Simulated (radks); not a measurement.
The numbers below are computed, except where a source is named.
Problem. The table gives one normalised radial function P(r) = r R(r) (large component) of Ga30+ in 1s1 (r in bohr). Code: a radial shooting solver on a logarithmic mesh with Libxc functionals. Model: Dirac Kohn-Sham, PBE, spin-unpolarised, spherical densities, point nucleus.

r	P
0.001624	0.5749
0.00189	0.6611
0.0022	0.7592
0.002562	0.8706
0.002958	0.9894
0.003444	1.1301
0.004009	1.2876
0.004668	1.4629
0.005434	1.6564
0.006326	1.8683
0.007364	2.0977
0.008505	2.3296
0.009901	2.5868
0.01153	2.8520
0.01342	3.1185
0.01562	3.3773
0.01819	3.6168
0.02117	3.8232
0.02445	3.9737
0.02846	4.0689
0.03314	4.0824
0.03858	4.0001
0.04491	3.8130
0.05228	3.5200
0.06086	3.1306
0.07029	2.6921
0.08183	2.1862
0.09526	1.6750
0.1109	1.1993
0.1291	0.7934
0.1503	0.4788
0.175	0.2596

Which n and l does it have? It may be an empty orbital.

Solution. n = 1, l = 0: the number of nodes gives n - l - 1 = 0, the rise at small r points to l (this Dirac orbital starts as r^gamma with gamma = sqrt((l + 1)^2 - (Z/c)^2) = 0.97; the j = 1/2 orbital of l + 1 starts with the same power, but with a smaller coefficient, and then steepens), and the extent must fit the shell. The curve is that of 1s1/2. 1s1/2: eigenvalue -12986.9 eV, 0 radial nodes, <r> = 0.0477 bohr, 90 % of the charge inside 0.0850 bohr.
